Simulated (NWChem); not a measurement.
# SiH$_{2}$O$_{2}$ClF; SMILES O[Si](O)(F)Cl

```xyz
7

O      0.2995    -1.0162     1.4242
Si    -0.0172    -0.3257    -0.0251
O     -1.5010    -0.7837    -0.5154
F      1.1176    -0.7803    -1.0748
Cl     0.0448     1.7082     0.0247
H      1.1841    -0.9295     1.7914
H     -1.7914    -1.6625    -0.2521
```
Atoms are numbered in this order, from 1.

Results from NWChem. Pople sets run with spherical d functions. The geometry was optimised at PBE0/def2-SVP. Atomic charges in e: unrestrained fits to the electrostatic potential beside Mulliken populations; buried atoms are poorly determined by the fit.

Question: What does the run give for Hartree-Fock/6-31G*? Quantities: ESP O1; Mulliken O1; ESP Si2; Mulliken Si2; ESP O3; Mulliken O3; ESP F4; Mulliken F4; ESP Cl5; Mulliken Cl5; relative RMS misfit of the potential (%).

Answer: The ESP O1 comes out as -0.80 and the Mulliken O1 is -0.87. The ESP Si2 is 1.33 and the Mulliken Si2 comes out as 1.57. The ESP O3 comes out as -0.78 and the Mulliken O3 is -0.86. The ESP F4 comes out as -0.40, the Mulliken F4 comes out as -0.51 and the ESP Cl5 comes out as -0.29. The Mulliken Cl5 is -0.33 and the relative RMS misfit of the potential (%) comes out as 19.
